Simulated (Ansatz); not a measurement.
A geometry relaxed with B3LYP-D3(BJ)/def2-TZVP (Ansatz, a program for electronic structure), charge 0, multiplicity 1:

```xyz
4

C      0.3262    -0.1270     0.0366
O     -0.5747     0.7345    -0.0796
H      1.3737     0.1683     0.1344
B     -1.1252    -0.7758    -0.0914
```

Write the SMILES of this molecule.

`B1=CO1`
